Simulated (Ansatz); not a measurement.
Worked example: C3H4 + GeH2(SiH2)(SiH3) → C3H3 + GeH2(SiH3)2

Gas-phase species: C3H4 (cyclopropene) `C1=CC1`, singlet; GeH2(SiH2)(SiH3), doublet; C3H3 `[CH]1C=C1`, doublet; GeH2(SiH3)2, singlet. A radical takes H: the energy is the difference in strength between the C–H bond broken and the Si–H bond made.

Shapes, held fixed at every level: PBE0-D4/def2-TZVP. Flexible molecules stand in one conformer, not always the lowest. Programs: Ansatz 0.2.0. The zero-point and thermal change to 298 K, harmonic and unscaled (PBE0-D4/def2-TZVP), is -10.5 kJ/mol.

At CCSD(T)/def2-TZVPP; 1 Eh = 2625.50 kJ/mol:

| species | energy (Eh) |
| --- | --- |
| C3H4 | -116.399916 |
| GeH2(SiH2)(SiH3) | -2657.862340 |
| C3H3 | -115.730558 |
| GeH2(SiH3)2 | -2658.510030 |

Question: Work out ΔH(298 K) of the reaction at this level.

Answer: 
1. Products less reactants: (-115.730558) + (-2658.510030) − [(-116.399916) + (-2657.862340)] = 0.021668 Eh = +56.9 kJ/mol.
2. With the thermal change: +56.9 + (-10.5) = +46.4 kJ/mol.

Other levels give +34.9 (BHLYP-D4/def2-TZVPP) to +55.7 kJ/mol (SPW92/def2-TZVPP). No measured value is set beside it here. Open shells run unrestricted. Relativity is left out for Ge. Outer-core shells of Ge are correlated, in sets that cover them unevenly.
